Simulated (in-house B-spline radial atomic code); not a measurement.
Successive ionisation energies of tungsten; each step leads to the configuration of the next row (after the last: [Ar] 3d10 4s2 4p1). NIST's values go from ground level to ground level; the uncertainty of those that are theory runs from under 0.1 % in few-electron ions to several per cent in heavy many-electron ones. Computed with a radial B-spline atomic code at the basis-set limit: non-relativistic Hartree-Fock, average of the configuration, point nuclei.

This level leaves out relativity, spin-orbit splitting included, which matters for heavy ions.

```
 ion      configuration  ionisation energy (eV)  tabulated value (eV)  tabulated kind  computed minus tabulated (eV)  highest orbital  largest mean radius (bohr)
W23+      [Kr] 4d10 4f5                   690.4                 685.6  semi-empirical                            4.8               4f                     0.47224
W24+      [Kr] 4d10 4f4                   738.1                 734.1  semi-empirical                            4.0               4f                     0.46811
W25+      [Kr] 4d10 4f3                   787.0                 784.4  semi-empirical                            2.6               4f                     0.46431
W26+      [Kr] 4d10 4f2                   836.9                 833.4  semi-empirical                            3.5               4f                     0.46126
W27+      [Kr] 4d10 4f1                   888.0                 881.4  semi-empirical                            6.6               4f                     0.45819
W28+          [Kr] 4d10                  1137.2                1132.2  semi-empirical                            5.0               4d                     0.45511
W29+           [Kr] 4d9                  1186.8                  1180  semi-empirical                            6.8               4d                     0.45244
W30+           [Kr] 4d8                  1237.1                1230.4  semi-empirical                            6.7               4d                     0.44979
W31+           [Kr] 4d7                  1288.0                1283.4  semi-empirical                            4.6               4d                     0.44744
W32+           [Kr] 4d6                  1339.5                1335.1  semi-empirical                            4.4               4d                     0.44513
W33+           [Kr] 4d5                  1391.6                1386.8  semi-empirical                            4.8               4d                     0.44283
W34+           [Kr] 4d4                  1444.3                1459.9  semi-empirical                          -15.6               4d                     0.44054
W35+           [Kr] 4d3                  1497.7                1512.4  semi-empirical                          -14.7               4d                     0.43828
W36+           [Kr] 4d2                  1551.6                1569.1  semi-empirical                          -17.5               4d                     0.43603
W37+           [Kr] 4d1                  1606.2                1621.7  semi-empirical                          -15.5               4d                      0.4338
W38+  [Ar] 3d10 4s2 4p6                  1810.7                1829.8  semi-empirical                          -19.1               4p                     0.43159
W39+  [Ar] 3d10 4s2 4p5                  1864.1                1882.9  semi-empirical                          -18.8               4p                     0.42964
W40+  [Ar] 3d10 4s2 4p4                  1918.0                1940.6  semi-empirical                          -22.6               4p                     0.42772
W41+  [Ar] 3d10 4s2 4p3                  1972.2                1994.8  semi-empirical                          -22.6               4p                     0.42582
W42+  [Ar] 3d10 4s2 4p2                  2027.0                2149.1  semi-empirical                         -122.1               4p                     0.42393
```

(1) How far is this level of theory from the measured and semi-empirical values?

## Answers

(1) Over those 20 rows the differences run from -122 to +6.83 eV (mean absolute value 16 eV). The calculation leaves out relativity, correlation and, in open shells, the multiplet splittings that an average leaves out.
